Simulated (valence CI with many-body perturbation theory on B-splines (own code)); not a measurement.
**Which ion has this spectrum?**

A relativistic CI+MBPT calculation for an atom or ion with 31 electrons gives these levels (cm⁻¹):

| J | Parity | E | g |
| --- | --- | --- | --- |
| 1/2 | odd | 0 | 0.66 |
| 3/2 | odd | 634403 | 1.33 |
| 1/2 | even | 719172 | 2.22 |
| 3/2 | even | 1256317 | 1.66 |
| 5/2 | even | 1319073 | 1.37 |
| 3/2 | even | 1409123 | 0.97 |
| 1/2 | even | 1430421 | 1.22 |
| 3/2 | even | 1841316 | 0.83 |
| 5/2 | even | 1887119 | 1.37 |
| 5/2 | even | 2021444 | 1.25 |
| 1/2 | even | 2064947 | 1.88 |
| 3/2 | even | 2095194 | 1.18 |
| 3/2 | odd | 2133659 | 1.33 |
| 3/2 | odd | 2410026 | 0.50 |

The energies are calculated, and their last digits are not significant.

Which is it?
A. Yb39+
B. Lu40+
C. Tm38+
D. Er37+

B. Lu40+, ground level (4s^2 4p1/2) J=1/2.
